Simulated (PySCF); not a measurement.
Runs that did not reach their result, on `C[C@@H]1CP1P(C)C` (driver script around PySCF, density fitting, GFN2-xTB geometry as the base; each input is a line of settings and coordinates in Å).

Command:
```bash
OMP_NUM_THREADS=1 python probes_run.py task.json out
```
Input:
```
{"job": {"kind": "nmr", "xc": "CAM-B3LYP", "basis": "ANO-RCC-VDZP", "pop": false, "scf": {"conv": 1e-15, "max_cycle": 1}}, "charge": 0, "multiplicity": 1}
C     -2.928111    -0.377753    -0.963760
C     -1.648918    -0.486836    -0.173357
C     -1.456577     0.390243     1.023466
P     -0.348635     0.822075    -0.391230
P      1.344400    -0.423937     0.228060
C      2.081074    -0.695206    -1.452152
C      2.466176     0.941198     0.791305
H     -3.726537    -0.919752    -0.456494
H     -3.226954     0.663623    -1.065384
H     -2.806580    -0.800217    -1.959367
H     -1.273148    -1.503196    -0.081680
H     -1.000941    -0.037198     1.908039
H     -2.239035     1.107913     1.236240
H      3.069631    -1.136997    -1.336322
H      2.161533     0.239872    -2.004681
H      1.452513    -1.389999    -2.006695
H      3.457112     0.529514     0.975524
H      2.080708     1.354468     1.721713
H      2.532486     1.731434     0.044806
```

Output:
```
final grid: 144360 points
cycle   1  E = -880.0072293115  dE =  8.199e-01  |g| = 3.297e-01  |ddm| = 5.837e+00
SCF not converged, last energy = -880.0072293115
```

The run took 18 s wall on one thread of an Arm Neoverse N1, no GPU (shared host), and the process peaked at 0.87 GiB of memory.

Problem. What went wrong, and what mends it?

Solution. The cap of 1 cycle ended the SCF with an orbital gradient of 3.3e-01, before the energy threshold of 1e-15 Eh and the gradient threshold (its square root) were both met. Raise the cap. Its energy and orbitals aren't self-consistent and shouldn't be used.

Input:
```
{"job": {"kind": "nmr", "xc": "HCTH407", "basis": "pcSseg-1", "pop": true, "scf": {"max_cycle": 74}}, "charge": 0, "multiplicity": 3}
C     -2.928111    -0.377753    -0.963760
C     -0.369725    -0.595919     0.617046
C     -1.456577     0.390243     1.023466
P     -0.348635     0.822075    -0.391230
P      1.344400    -0.423937     0.228060
C      2.081074    -0.695206    -1.452152
C      2.466176     0.941198     0.791305
H     -3.726537    -0.919752    -0.456494
H     -3.226954     0.663623    -1.065384
H     -2.806580    -0.800217    -1.959367
H     -1.273148    -1.503196    -0.081680
H     -1.000941    -0.037198     1.908039
H     -2.239035     1.107913     1.236240
H      3.069631    -1.136997    -1.336322
H      2.161533     0.239872    -2.004681
H      1.452513    -1.389999    -2.006695
H      3.457112     0.529514     0.975524
H      2.080708     1.354468     1.721713
H      2.532486     1.731434     0.044806
```

Output:
```
NotImplementedError: this response code serves closed shells only; the SCF ended at -880.07827169 Eh with <S^2> = 2.0119
```

The run took 79 s of wall time on Arm Neoverse N1, one thread, shared host, and the process peaked at 0.50 GiB of memory.

Problem. What went wrong, and what mends it?

Solution. Multiplicity 3 makes an open shell, and the driver's response routines handle closed shells alone; the run stopped after the SCF. The first bond of the GFN2-xTB geometry was scaled by 2.0. Use an unrestricted response code, or restore the closed-shell charge and spin. The SCF energy in the message belongs to the altered spin state, and the message doesn't say whether it converged.

Input:
```
{"job": {"kind": "nmr", "xc": "HCTH407", "basis": "pcSseg-1", "pop": true, "scf": {"max_cycle": 62}}, "charge": 0, "multiplicity": 3}
C     -2.928111    -0.377753    -0.963760
C     -1.648918    -0.486836    -0.173357
C     -1.456577     0.390243     1.023466
P     -0.348635     0.822075    -0.391230
P      1.344400    -0.423937     0.228060
C      2.081074    -0.695206    -1.452152
C      2.466176     0.941198     0.791305
H     -3.726537    -0.919752    -0.456494
H     -3.226954     0.663623    -1.065384
H     -2.806580    -0.800217    -1.959367
H     -1.273148    -1.503196    -0.081680
H     -1.000941    -0.037198     1.908039
H     -2.239035     1.107913     1.236240
H      3.069631    -1.136997    -1.336322
H      2.161533     0.239872    -2.004681
H      1.452513    -1.389999    -2.006695
H      3.457112     0.529514     0.975524
H      2.080708     1.354468     1.721713
H      2.532486     1.731434     0.044806
```

Output:
```
NotImplementedError: this response code serves closed shells only; the SCF ended at -880.34320780 Eh with <S^2> = 2.0088
```

Time: 73 s; peak memory 0.75 GiB. Hardware: Arm Neoverse N1, one thread (shared host).

Problem. What went wrong, and what mends it?

Solution. Multiplicity 3 makes an open shell, and the driver's response routines handle closed shells alone; the run stopped after the SCF. Use an unrestricted response code, or restore the closed-shell charge and spin. The SCF energy in the message belongs to the altered spin state, and the message doesn't say whether it converged.
